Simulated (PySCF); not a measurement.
## S¹³⁺ (sulfur, charge +13): UHF calculation

Configuration: [He] 2s1, 2S determinant. All numbers are calculated (PySCF 2.14, scalar relativity by spin-free X2C-1e, in an uncontracted even-tempered set (19 s from 1.8 bohr⁻², ratio 2.2; 9 p from 2.9 bohr⁻², ratio 2.4; 6 d from 8.8 bohr⁻², ratio 2.4; 5 f from 13 bohr⁻², ratio 2.4; 4 g from 20 bohr⁻², ratio 2.4)).

```json
{"Total energy": "-272.895530 hartree", "One-electron energy": "-288.6483 hartree", "Hartree (Coulomb) energy": "27.0127 hartree", "Exchange energy": "-11.2600 hartree", "⟨S²⟩": "0.7500", "⟨L²⟩": "0.000", "Sum of ⟨r⟩": "0.5963 bohr", "Sum of ⟨r²⟩": "0.2161 bohr²"}
```

| shell | electrons | mean orbital energy (hartree) | rms radius, mean of both spins (bohr) |
| --- | --- | --- | --- |
| 1s α | 1 | -115.73790 | 0.111 |
| 1s β | 1 | -115.42313 | 0.111 |
| 2s α | 1 | -25.98175 | 0.438 |

Densities and radii are taken from the X2C orbitals without a picture-change correction, which distorts them close to the nucleus.
